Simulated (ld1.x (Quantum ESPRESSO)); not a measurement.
## carbon, PAW: configuration errors across variants

- Element: C
- Generator: ld1.x (Quantum ESPRESSO) 7.5
- Type: PAW
- Functional: PBE
- Relativity: non-relativistic
- Frozen core: [He]
- Valence charge: 4
- Reference configuration: 2s2 2p2
- Partial waves: 2s (bound): rcut 1.20, rcutus 1.35 bohr; 2s channel at 0.4 Ry: rcut 1.20, rcutus 1.35 bohr; 2p (bound): rcut 2.05, rcutus 2.45 bohr; 2p channel at 0.9 Ry: rcut 2.05, rcutus 2.45 bohr; 3d channel at 0.4 Ry: rcut 2.20, rcutus 2.80 bohr; 3d channel at 3.05 Ry: rcut 2.20, rcutus 2.80 bohr
- Local potential: all-electron potential smoothed inside 1.45 bohr (lloc = -1)
- Core correction: a·sin(br)/r model core, default radius (ld1.x builds one for every PAW set, though the input has nlcc=.false.)
- Augmentation charge: BESSEL, radius 1.35 bohr

All-electron excitation energies from the reference (eV): (1) 2s2 2p1 10.865; (2) 2s2 2p0 35.025; (3) 2s1 2p0 83.198; (4) 2s2 2p1.5 3.965; (5) 2s0 2p4 16.945; (6) 2s1 2p2 19.602; (7) 2s1 2p3 8.463.

The default core radius of the base comes out at 0.52 bohr.

The overlap operator is not positive definite (basis up to 400 Ry) in “all radii but the core radius scaled by about 1.17 (s 1.58, p 2.86, d 3.26 bohr, rcut 1.40/2.38/2.56); local potential all-electron potential smoothed inside 1.68 bohr (lloc = -1); augmentation BESSEL, radius 1.58 bohr”, “waves 2s (bound): rcut 1.20, rcutus 1.96 bohr; 2s channel at 0.4 Ry: rcut 1.20, rcutus 1.96 bohr”. Such files are unfit for use, however small their errors in these radial tests.

2 further variants failed, have other tests or too few solved ones, and are left out.

Errors AE − PS in meV (a dash: test not solved or not reliable):

| change | (1) | (2) | (3) | (4) | (5) | (6) | (7) | bound ghosts |
| --- | --- | --- | --- | --- | --- | --- | --- | --- |
| base | +4.8 | +16 | +5.9 | +1.8 | +1.4 | -0.4 | +1.2 | none |
| core correction a·sin(br)/r model core inside 0.74 bohr | +5.2 | +21 | +15 | +1.9 | +2.2 | -0.6 | +1.5 | none |
| augmentation PSQ, inside the norm-conserving radii | +2.6 | -1.2 | -18 | +1.8 | -2.8 | +2.7 | -0.6 | none |
| waves 2p (bound): rcut 1.94, rcutus 2.06 bohr; 2p channel at 0.9 Ry: rcut 1.94, rcutus 2.06 bohr | -0.6 | +1.0 | -10 | -0.1 | -1.1 | -1.9 | -0.3 | none |
| waves 3d channel at 0.4 Ry: rcut 2.20, rcutus 3.58 bohr; 3d channel at 3.05 Ry: rcut 2.20, rcutus 3.58 bohr | +4.8 | +16 | +5.8 | +1.8 | +1.4 | -0.4 | +1.2 | none |
| local potential all-electron potential smoothed inside 1.74 bohr (lloc = -1) | +4.4 | +19 | +8.7 | +1.3 | -0.9 | -3.4 | +0.9 | none |
| local potential all-electron potential smoothed inside 1.15 bohr (lloc = -2) | +6.1 | +21 | +10 | +2.1 | 0.0 | -1.4 | +1.5 | none |
| all radii but the core radius scaled by about 1.17 (s 1.58, p 2.86, d 3.26 bohr, rcut 1.40/2.38/2.56); local potential all-electron potential smoothed inside 1.68 bohr (lloc = -1); augmentation BESSEL, radius 1.58 bohr | +18 | +39 | +23 | +6.7 | +6.6 | +12 | +2.4 | not determined (overlap not positive) |
| wave 2s channel at 0.4 Ry: rcut 1.20, rcutus 1.35 bohr becomes 2s channel at 1.65 Ry: rcut 1.20, rcutus 1.35 bohr | +5.1 | +16 | +4.9 | +2.0 | +1.4 | -0.5 | +1.4 | none |
| waves 2s (bound): rcut 1.20, rcutus 1.96 bohr; 2s channel at 0.4 Ry: rcut 1.20, rcutus 1.96 bohr | -9.7 | -49 | -112 | -1.4 | +2.8 | -3.6 | -1.6 | not determined (overlap not positive) |

Question: Give the same row for: waves 2s (bound): rcut 1.20, rcutus 1.54 bohr; 2s channel at 0.4 Ry: rcut 1.20, rcutus 1.54 bohr.

Answer: -0.5, -3.1, -14, +0.7, +1.6, -1.5, +0.5; bound ghosts: none.
